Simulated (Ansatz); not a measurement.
`C[O][SnH]([NH2])[F]`, 11 atoms. The species carries charge 0 and has multiplicity 1. Correlated methods include outer-core shells of Sn, which these sets cover unevenly. Sn takes the def2 core potential. All runs use 4 threads of an Intel Xeon 6975P-C on a shared host. Correlated methods freeze the cores.

(1) Give the basis size and wall time and peak host memory of each of these runs in Ansatz. RKS revPBE-D4/def2-TZVPP energy; RHF-CCSD(T)/def2-SVP energy; RKS PBE0-D4/def2-QZVPP energy; RKS ωB97M-V/def2-QZVPP energy; RKS ωB97X-V/def2-TZVPP energy; RKS r2SCAN-D4/def2-TZVPP energy and forces; RKS r2SCANh-D4/def2-TZVPP energy; RHF-CCSD(T)/def2-TZVPP energy; RKS PBE0-D4/def2-SVP energy; RKS ωB97M-V/def2-SVP energy; direct RPA on PBE orbitals/def2-TZVPP energy; RHF-MP2/def2-QZVPP energy. (Estimate.)

## Answers

(1) The calculation gave: Other jobs shared the machine, so times are rough.

```tsv
level	job	functions	wall time	peak host memory (GiB)
RKS PBE0-D4/def2-SVP	energy	112	0.6 s	0.47
RKS revPBE-D4/def2-TZVPP	energy	258	1.1 s	0.33
RKS ωB97M-V/def2-SVP	energy	112	1.9 s	0.47
RKS r2SCAN-D4/def2-TZVPP	energy and forces	258	2.4 s	0.36
RKS r2SCANh-D4/def2-TZVPP	energy	258	2.4 s	0.69
RKS ωB97X-V/def2-TZVPP	energy	258	4 s	0.82
direct RPA on PBE orbitals/def2-TZVPP	energy	258	4.1 s	0.72
RKS PBE0-D4/def2-QZVPP	energy	490	4.7 s	1.8
RHF-CCSD(T)/def2-SVP	energy	112	5.5 s	0.71
RKS ωB97M-V/def2-QZVPP	energy	490	9.5 s	2.1
RHF-MP2/def2-QZVPP	energy	490	13 s	3
RHF-CCSD(T)/def2-TZVPP	energy	258	81 s	7.8
```
